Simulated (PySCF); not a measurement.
C4H5BO, SMILES C#CB1COC1.

The structure is a stationary point at PBE0-D3(BJ)/def2-SVP. The structure was generated by enumeration, and PubChem lists no compound with its InChIKey, so it may never have been made.

Calculation: r2SCAN/def2-TZVP (PySCF).

Isolated molecule, no solvent.

```yaml
total_energy: -255.33954 hartree
point_group: C2v
highest_occupied_level: -6.09 eV
lowest_empty_level: -2.74 eV
orbital_gap: 3.34 eV
dipole_moment: 2.28 D
quadrupole, principal values (traceless, Buckingham form, about the centre of nuclear charge): -0.97, 0.48, 0.49 D·Å
mean_static_polarisability: 63.7 bohr³ (9.45 Å³)
polarisability_principal_values: 43.6, 56.0, 91.6 bohr³
```
